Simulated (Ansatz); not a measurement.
`[F][SnH]([Cl])[Cl]` + H₂S → `[SH][SnH]([Cl])[Cl]` + H–F at 700 K and 1 bar (ligand exchange at the Sn–F bond).

Program: Ansatz. Geometries: PBE0-D4/def2-TZVP. ΔE: electronic, gas phase. CBS: MP2 limit from def2 TZ/QZ plus the TZ coupled-cluster correction, frozen cores. This one scheme is used for every species. def2 core potentials past Kr. For Sn outer-core shells are correlated without core-valence functions, which leaves a few kJ/mol of doubt a bond. Each species was taken in one conformer, which may not be the lowest.

```
              species  CCSD(T)/CBS energy (Eh)  H − E (kJ/mol)  S (J/(mol·K))
 `[F][SnH]([Cl])[Cl]`              -1234.09211            85.0          422.0
                  H₂S               -398.97279            64.8          236.9
`[SH][SnH]([Cl])[Cl]`              -1532.67433           113.2          469.6
                  H–F               -100.39570            45.2          198.5
```

H − E and S are ideal-gas, rigid-rotor, harmonic terms from PBE0-D4/def2-TZVP, for one conformer and one mirror image of each species. 1 Eh = 2625.50 kJ/mol, R = 8.31446 J/(mol·K).

Question: By hand: ΔE, ΔH, ΔS and ΔG.

Answer: ΔE = (-1532.67433) + (-100.39570) − (-1234.09211) − (-398.97279) = -0.00513 Eh = -13.5 kJ/mol. Δ(H − E) = 113.2 + 45.2 − 85.0 − 64.8 = 8.6, so ΔH = -4.9 kJ/mol. ΔS = 469.6 + 198.5 − 422.0 − 236.9 = 9.2 J/(mol·K). ΔG = -4.9 − 700 × (9.2)/1000 = -11.3 kJ/mol.

Question: By hand: the equilibrium constant, and the temperature at which ΔG would vanish if ΔH and ΔS stayed fixed.

Answer: log₁₀ K = −ΔG/(RT ln 10) = 0.8. ΔH and −TΔS have one sign here, so there is no such temperature.

TΔS isn't small against ΔH here. A doubt of 5 kJ/mol in ΔE shifts log₁₀ K by 0.4 here. Other conformers and mirror images would add mixing entropy, several J/(mol·K) or more a flexible species. Modes under 60 cm⁻¹, often nearly free rotors, make the harmonic entropy too high. These are equilibria of isolated gas molecules and say nothing of rates. Largest T1 diagnostic: 0.012 (customary marks: 0.02 for closed shells, 0.045 for open ones).

ΔS is within the doubt of such terms, so its sign, and with it that verdict, could turn.
